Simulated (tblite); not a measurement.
Species: C₇H₇FN (doublet state).
Atom-mapped SMILES: `[CH3:1][c:2]1[c:3][cH:4][c:5]([NH2:6])[cH:7][c:8]1[F:9]` (hydrogens: H10, H11, H12 on C1; H13 on C4; H14, H15 on N6; H16 on C7)
Bond orders are those of one Lewis drawing.

Computed with GFN2-xTB (tblite), gas phase: L-BFGS steps from a force-field or distance-geometry start until the largest atomic force falls under 0.01 eV/Å.

Step 15: E = -710.4162 eV
```
atom  x, y, z in Å  |  force x, y, z in eV/Å
C1      2.7445   -0.4460    0.1682   -0.009  -0.019   0.000
C2      1.2549   -0.2733    0.1444    0.002  -0.008  -0.003
C3      0.3713   -0.9411    0.9503   -0.013   0.013  -0.001
C4     -0.9796   -0.8049    0.9753   -0.024   0.016  -0.002
C5     -1.5676    0.1174    0.0902   -0.014  -0.022   0.057
N6     -2.9169    0.3770    0.1442   -0.042   0.017   0.027
C7     -0.7328    0.8129   -0.7805   -0.012   0.014   0.008
C8      0.6311    0.6167   -0.7358    0.062  -0.014  -0.004
F9      1.4005    1.3264   -1.5945    0.071   0.006  -0.038
H10     3.0089   -1.3524    0.7062   -0.016   0.002   0.008
H11     3.2253    0.4012    0.6597   -0.064   0.000  -0.002
H12     3.1390   -0.5058   -0.8449   -0.029   0.009  -0.010
H13    -1.6107   -1.3683    1.6475    0.060  -0.002   0.000
H14    -3.5030   -0.3041    0.5952    0.014  -0.055   0.020
H15    -3.3352    0.8381   -0.6455    0.032   0.009  -0.064
H16    -1.1373    1.5153   -1.4916   -0.019   0.035   0.004
```

Step 16: E = -710.4171 eV
```
atom  x, y, z in Å  |  force x, y, z in eV/Å
C1      2.7444   -0.4469    0.1680   -0.020  -0.010   0.003
C2      1.2544   -0.2728    0.1445    0.021  -0.021  -0.016
C3      0.3708   -0.9402    0.9501   -0.005   0.012  -0.004
C4     -0.9799   -0.8039    0.9745   -0.015   0.010   0.012
C5     -1.5682    0.1192    0.0906    0.005  -0.043   0.076
N6     -2.9179    0.3792    0.1471   -0.037   0.014   0.004
C7     -0.7320    0.8135   -0.7801   -0.021   0.009   0.017
C8      0.6320    0.6169   -0.7370    0.060  -0.019   0.011
F9      1.4035    1.3254   -1.5952    0.049   0.001  -0.033
H10     3.0086   -1.3538    0.7072   -0.020   0.034  -0.015
H11     3.2215    0.4025    0.6608   -0.051  -0.028  -0.021
H12     3.1368   -0.5060   -0.8470   -0.026   0.010   0.031
H13    -1.6075   -1.3691    1.6477    0.036  -0.001   0.002
H14    -3.5031   -0.3063    0.5941    0.029  -0.035   0.006
H15    -3.3332    0.8358   -0.6472    0.019   0.005  -0.050
H16    -1.1378    1.5153   -1.4896   -0.024   0.060  -0.023
```

**Question.** Estimate the geometry and energy of step 17. (The exact step hangs on the optimiser's Hessian estimate; all steps are aligned on step 16, rigid shifts and turns removed.)

**Answer.** E = -710.4179 eV, largest force 0.065 eV/Å
```
atom  x, y, z in Å  |  force x, y, z in eV/Å
C1      2.7438   -0.4478    0.1679   -0.026  -0.001   0.002
C2      1.2543   -0.2728    0.1443    0.014  -0.024  -0.026
C3      0.3705   -0.9391    0.9500    0.008   0.008  -0.008
C4     -0.9800   -0.8029    0.9740   -0.002   0.000   0.028
C5     -1.5685    0.1203    0.0917   -0.002  -0.025   0.060
N6     -2.9193    0.3810    0.1492    0.004   0.002  -0.006
C7     -0.7314    0.8141   -0.7795   -0.014   0.019   0.008
C8      0.6334    0.6171   -0.7382    0.030  -0.012   0.014
F9      1.4073    1.3245   -1.5963    0.015  -0.013  -0.014
H10     3.0080   -1.3545    0.7079   -0.018   0.042  -0.024
H11     3.2168    0.4033    0.6616   -0.029  -0.036  -0.029
H12     3.1342   -0.5062   -0.8482   -0.014   0.011   0.050
H13    -1.6038   -1.3698    1.6482    0.007  -0.007   0.012
H14    -3.5028   -0.3086    0.5934    0.036  -0.015  -0.009
H15    -3.3312    0.8340   -0.6494    0.005  -0.002  -0.037
H16    -1.1388    1.5165   -1.4881   -0.014   0.054  -0.019
```

The energy changes by -0.0007 eV. The first-order estimate −F·Δx gives -0.0011 eV and the mean of the old and new forces, exact on a quadratic surface, -0.0007 eV. The step makes an angle of 58° with the force vector and moves no atom by more than 0.005 Å.

The cost below is that of the whole relaxation. Time: 0.27 s of wall time. Hardware: one thread of an Arm Neoverse V1, shared host with 32 logical CPUs at a one-minute load of 23.
